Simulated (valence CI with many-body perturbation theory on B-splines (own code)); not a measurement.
# Hyperfine factors and g values of Pt⁵⁵⁺

Calculated by relativistic CI+MBPT: five valence electrons over a frozen Dirac-Fock core [Ar], a basis of 7 s, 7 p, 8 d, 6 f, 4 g, 1 h functions for each j, with the one-electron correlation potential Σ1 (screened to all orders), the two-electron term Σ2, the three-electron term Σ3, Breit, model QED; selected single and double excitations, second order for the rest (own B-spline code, finite nucleus).

The last digits are not significant, and no measured levels were compared; by estimate large intervals hold to a few tenths of a per cent, small ones and those within an open d or f shell to about a per cent. Among the levels kept, up to 250 cm⁻¹ of a level comes from second order outside the variational space, and about a tenth of that is noise between levels of different J, which matters for small intervals. The list stops below the first excitations out of the core. Only levels of the ground parity were solved; by the run's estimate the other parity begins above the list, which can be wrong where configurations are misplaced.

A/g_I is the dipole constant over the nuclear g factor μ/I (μ in nuclear magnetons, uniformly magnetised nucleus), B/Q the quadrupole constant per barn. Both hold the static response of the core; the bare values leave it out. Large factors of s and p1/2 electrons are usually good to 5 to 10 %; those of open d and f shells near neutrality can be off by tens of per cent, and small factors of p3/2, d and f electrons come from cancelling terms and can be off by a factor of two or in sign, in half-filled shells by more. B is blank for J = 1/2, where it vanishes, and for nearly pure S terms. Energies count from the lowest level.

Levels are named by their leading jj configuration (3d3/2^4 stands for four electrons in 3d with j = 3/2), which in mixed levels can hold well under half, so a name can repeat and another be missing. Letters in brackets count levels of one name in rising energy.

```tsv
Level	E (cm⁻¹)	g	A/g_I (MHz)	A/g_I bare	B/Q (MHz/b)	B/Q bare
(3d3/2^4 3d5/2) J=5/2	0	1.259	44500	45600	86000	86700
(3d3/2^3 3d5/2^2) J=5/2 [a]	627810	1.326	26500	27800	30800	31000
(3d3/2^3 3d5/2^2) J=7/2 [a]	726080	1.158	52400	53200	92100	93000
(3d3/2^3 3d5/2^2) J=11/2	735300	1.093	68000	68500	-4020	-4270
(3d3/2^3 3d5/2^2) J=3/2 [a]	743890	1.136	67700	68300	76000	76700
(3d3/2^3 3d5/2^2) J=9/2	785930	1.127	60500	61200	94400	95200
(3d3/2^3 3d5/2^2) J=5/2 [b]	820370	1.125	62400	63100	-6890	-6910
(3d3/2^3 3d5/2^2) J=1/2	856720	1.766	-35500	-32600		
(3d3/2^3 3d5/2^2) J=7/2 [b]	857570	1.066	74000	74400	-102000	-103000
(3d3/2^3 3d5/2^2) J=3/2 [b]	1012700	0.799	117000	117000	-101000	-101000
(3d3/2^2 3d5/2^3) J=5/2 [a]	1344000	1.315	19800	21100	4620	4680
(3d3/2^2 3d5/2^3) J=7/2 [a]	1420200	1.206	44500	45400	-3500	-3540
(3d3/2^2 3d5/2^3) J=11/2	1421500	1.087	66200	66700	1310	1330
(3d3/2^2 3d5/2^3) J=9/2 [a]	1439600	1.138	57100	57800	-7990	-8070
(3d3/2^2 3d5/2^3) J=13/2	1463600	1.064	71400	71800	-79.8	-71.0
(3d3/2^2 3d5/2^3) J=1/2 [a]	1485700	0.431	192000	190000		
(3d3/2^2 3d5/2^3) J=3/2 [a]	1495500	1.158	55400	56200	2140	2140
(3d3/2^2 3d5/2^3) J=5/2 [b]	1503500	1.020	78900	79200	-7760	-7810
(3d3/2^2 3d5/2^3) J=9/2 [b]	1548200	1.094	65500	66000	1980	2000
(3d3/2^2 3d5/2^3) J=7/2 [b]	1569100	0.978	87600	87800	-1950	-1980
(3d3/2^2 3d5/2^3) J=5/2 [c]	1590100	1.046	74000	74400	7670	7710
(3d3/2^2 3d5/2^3) J=3/2 [b]	1590900	0.854	109000	109000	6760	6860
(3d3/2^2 3d5/2^3) J=7/2 [c]	1645600	1.025	79200	79500	2110	2130
(3d3/2^2 3d5/2^3) J=1/2 [b]	1647000	1.746	-48500	-45700		
(3d3/2^2 3d5/2^3) J=9/2 [c]	1722200	1.102	64200	64700	25400	25700
(3d3/2^2 3d5/2^3) J=3/2 [c]	1856100	1.175	51600	52400	-21200	-21400
(3d3/2^2 3d5/2^3) J=5/2 [d]	1891500	1.173	51500	52300	19000	19200
(3d3/2 3d5/2^4) J=5/2	2148400	1.240	30800	31800	-37700	-38000
```

(1) Take the isotope of mass number 195, with I = 1/2, μ = 0.6073 μN. What is the hyperfine structure of (3d3/2^4 3d5/2) J=5/2?

Answers

(1) From the table A = 54000 MHz. Shifts from the centre of gravity in MHz: F = 2: -94500, F = 3: 67500.
